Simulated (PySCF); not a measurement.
SMILES CC(C)CC(C)O (C6H14O), GFN2-xTB optimised geometry.

```
21

C      0.05     2.47     0.57
C      0.40     1.02     0.90
C      0.14     0.75     2.38
C     -0.40     0.08     0.00
C      0.11    -1.37     0.00
C     -0.38    -2.12    -1.24
O     -0.36    -2.01     1.18
H      0.61     3.16     1.21
H     -1.01     2.65     0.72
H      0.29     2.70    -0.47
H      1.47     0.87     0.70
H      0.79     1.37     3.00
H     -0.89     0.97     2.62
H      0.33    -0.29     2.61
H     -0.35     0.45    -1.03
H     -1.44     0.07     0.32
H      1.21    -1.37     0.00
H      0.00    -1.65    -2.14
H     -0.05    -3.16    -1.22
H     -1.47    -2.11    -1.28
H     -0.15    -2.95     1.12
```

Density from PBE0/def2-SVP (PySCF) at that geometry.

Minimum of the electron density along straight lines between bonded atoms, close to the bond critical point (lines longer than 1.1 times the sum of covalent radii, or with two minima, are not listed):

```csv
bond,length / Å,ρ at the minimum / e bohr⁻³,∇²ρ there / e bohr⁻⁵,position (fraction from the first atom)
C1–C2,1.528,0.244,-0.55,0.50
C2–C3,1.525,0.244,-0.56,0.50
C2–C4,1.533,0.243,-0.55,0.50
C4–C5,1.532,0.247,-0.58,0.49
C5–C6,1.530,0.247,-0.58,0.50
C5–O7,1.416,0.257,-0.46,0.34
C1–H8,1.088,0.276,-1.00,0.62
C1–H9,1.088,0.276,-1.00,0.62
C1–H10,1.088,0.276,-1.00,0.62
C2–H11,1.097,0.274,-0.97,0.62
C3–H12,1.088,0.275,-0.99,0.62
C3–H13,1.088,0.275,-0.99,0.62
C3–H14,1.085,0.280,-1.05,0.63
C4–H15,1.092,0.276,-0.99,0.62
C4–H16,1.091,0.276,-1.00,0.62
C5–H17,1.104,0.277,-1.01,0.62
C6–H18,1.086,0.276,-1.01,0.62
C6–H19,1.090,0.274,-0.98,0.62
C6–H20,1.088,0.276,-1.01,0.63
O7–H21,0.963,0.359,-2.24,0.81
```
